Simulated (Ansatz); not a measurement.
Reaction (formal exchange of groups at a C–Si bond): `N#C[SiH2][GaH2]` + `c1ccsc1` → `N#Cc1cccs1` + `[SiH3][GaH2]`

Computed with Ansatz on PBE0-D4/def2-TZVP structures; ΔE is electronic, products minus reactants. CCSD(T)/CBS adds triple-zeta CCSD(T) − MP2 to the extrapolated MP2 energy (def2 sets, frozen cores). DFT in def2-TZVPP. For Ga outer-core shells are correlated without core-valence functions, which leaves a few kJ/mol of doubt a bond. Scalar relativity is left out up to krypton.

```json
{"level": "PBE0", "ΔE (kJ/mol)": "37.2"}
{"level": "CCSD/def2-SVP", "ΔE (kJ/mol)": "32.6"}
```

Problem. What does CCSD(T)/CBS give? (Estimate.)

Solution. Computed: +49.9 kJ/mol. The listed levels differ from it by -12.7, -17.3 kJ/mol.

Largest T1 diagnostic among the species: 0.014.

From r2SCAN to r2SCAN0 (25 % exact exchange), in def2-TZVPP and without D4, ΔE moves by +3.5 kJ/mol. At CCSD(T), def2-SVP lies −20.9 kJ/mol from the extrapolated value and def2-TZVPP −3.6 kJ/mol.
